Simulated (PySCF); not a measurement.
# Core-level binding energies of `BCC(F)(F)F`

Species: C2H4BF3.
Z-matrix (Å and degrees, PBE0-D3(BJ)/def2-SVP geometry), rows numbered from 1:
```
B 
C   1  1.5627
C   2  1.5015  1  116.68
F   3  1.3389  2  111.42  1    60.71
F   3  1.3387  2  111.94  1  -179.35
F   3  1.3381  2  111.55  1   -59.29
H   1  1.2078  2  118.34  3  -177.19
H   1  1.2059  2  122.12  3     3.56
H   2  1.1038  1  109.63  3   124.60
H   2  1.1056  1  107.68  3  -122.40
```

Computed with delta-SCF UKS SCAN, pcX-2 on the ionised atom, pcseg-1 elsewhere, spin-free X2C (PySCF 2.14.0). Each binding energy is the total energy of the core-ionised species, with the hole localised on one atom, minus that of the ground state; both are solved self-consistently, so orbital relaxation is included.

Q: What binding energy does each computed site have?

A: 
```tsv
atom(s)	bonded to	level	binding energy (eV)	above the level's lowest (eV)	count
B1	C and 2 H	B 1s	197.27	0.00	1
C2	C, 2 H and B	C 1s	291.57	0.00	1
C3	3 F and C	C 1s	298.25	+6.68	1
F4/F5/F6	C	F 1s	693.91	0.00	3
```

The listed C 1s values span 6.68 eV, from C2 (bonded to C, 2 H and B) to C3 (bonded to 3 F and C). Summing the Pauling electronegativity differences to the bonded atoms, each weighted by its formal bond order, gives -1.21 for the lowest site and +4.29 for the highest.

Q: Which photon energy gives electrons from F 1s of F4/F5/F6 a kinetic energy of 20 eV, and what is their de Broglie wavelength?

A: hν = 693.91 + 20 = 713.91 eV, recoil neglected; λ = 12.264 Å/√(E/eV) = 2.74 Å.

Topologically equivalent atoms share the value of their first member; where this conformer doesn't relate them by symmetry, their own values could differ. Isolated species at its PBE0-D3(BJ)/def2-SVP geometry (one conformer only).
